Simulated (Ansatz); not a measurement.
Geometry optimisation, RKS PBE/def2-SVP in Ansatz 0.2.0.

input.yaml

```yaml
crystal:
  periodic: [false, false, false]
  atoms:
    - { symbol: W, position_ang: [0.274439, 0.01742, 0.035672] }
    - { symbol: F, position_ang: [0.744313, -0.541553, 1.76755] }
    - { symbol: H, position_ang: [1.784066, 0.7367, 0.420211] }
    - { symbol: O, position_ang: [-0.294383, 1.725533, -0.701002] }
    - { symbol: H, position_ang: [-1.054294, 2.145363, -0.252967] }
    - { symbol: H, position_ang: [-1.168658, 0.428894, 0.8821] }
    - { symbol: O, position_ang: [-0.36778, -1.781274, -0.085746] }
    - { symbol: H, position_ang: [-0.211756, -2.354491, 0.69271] }
    - { symbol: O, position_ang: [0.879059, -0.146355, -1.762474] }
    - { symbol: H, position_ang: [0.629692, 0.562163, -2.391354] }
basis:
  gaussian: { orbitals: def2-SVP }
hamiltonian:
  xc: pbe
relax:
  f_tol: 0.03
  max_steps: 50
output:
  orbitals: {}
```

Launched with:

```bash
$ ansatz run input.yaml --threads 2 --pin off --max-ram 3072MiB --backend cpu --events-out ev --progress --plain --runs-dir out
```

Q: Where does it end, and by what steps?

A: The forces met the threshold. After 4 steps the energy has fallen by 0.031 eV; F2 moved furthest, 0.06 Å.

```
step  energy less start (eV)  largest force component (eV/Å)  accepted
   0                  0.0000                           1.044       yes
   1                 -0.0079                           0.303       yes
   2                 -0.0302                           0.154       yes
   3                 -0.0310                           0.060       yes
   4                 -0.0312                           0.022       yes
```

```xyz
10
Properties=species:S:1:pos:R:3
W 0.265 0.016 0.040
F 0.712 -0.558 1.816
H 1.783 0.748 0.380
O -0.292 1.722 -0.707
H -1.038 2.156 -0.252
H -1.173 0.452 0.885
O -0.365 -1.784 -0.090
H -0.175 -2.370 0.672
O 0.864 -0.155 -1.758
H 0.632 0.565 -2.382
```

Whether the end is a true minimum wasn't checked by a vibrational analysis.

Time of the run: 15 s on 2 threads of Arm Neoverse V1, on a shared host, peak memory 0.15 GiB.
